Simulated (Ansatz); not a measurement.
Start from `O=C(F)C(F)(F)F` and change one atom or group to get `[CH3][Zn][Se]C(F)(F)F`.

Ansatz, PBE0-D4/def2-TZVP geometries, multiplicity 1. Each molecule was computed in one conformer, which needn't be the lowest.

Scalar relativity is left out up to krypton.

| property | `O=C(F)C(F)(F)F` |
| --- | --- |
| LUMO energy (ωB97M-V/def2-TZVPP) / eV | 0.64 |
| HOMO energy (B3LYP/def2-TZVPP) / eV | -9.86 |
| HOMO energy (PBE0/def2-TZVPP) / eV | -10.10 |
| HOMO–LUMO gap (PBE0/def2-TZVPP) / eV | 8.30 |
| HOMO energy (ωB97M-V/def2-TZVPP) / eV | -12.53 |
| size of the dipole moment (B3LYP/def2-TZVPP) / D | 0.73 |

(1) What does the change do to each property? (Best estimate.)

Results:

(1) Computed: 
| property | `[CH3][Zn][Se]C(F)(F)F` | shift |
| --- | --- | --- |
| LUMO energy (ωB97M-V/def2-TZVPP) / eV | 0.63 | -0.01 |
| HOMO energy (B3LYP/def2-TZVPP) / eV | -7.01 | 2.85 |
| HOMO energy (PBE0/def2-TZVPP) / eV | -7.25 | 2.85 |
| HOMO–LUMO gap (PBE0/def2-TZVPP) / eV | 6.29 | -2.01 |
| HOMO energy (ωB97M-V/def2-TZVPP) / eV | -9.43 | 3.10 |
| size of the dipole moment (B3LYP/def2-TZVPP) / D | 2.55 | 1.82 |

With PBE0 the HOMO rises by 2.85 eV and the LUMO rises by 0.84 eV, so the gap narrows by about 2.01 eV. PBE moves the HOMO by 2.22 eV and ωB97M-V by 3.10 eV. Dipoles are sizes alone; their direction can turn.

B3LYP here is the variant with VWN-RPA as its local correlation; programs differ in this.

Spin–orbit coupling is left out; it splits and shifts lone-pair levels of the heavy atoms by tenths of an eV.
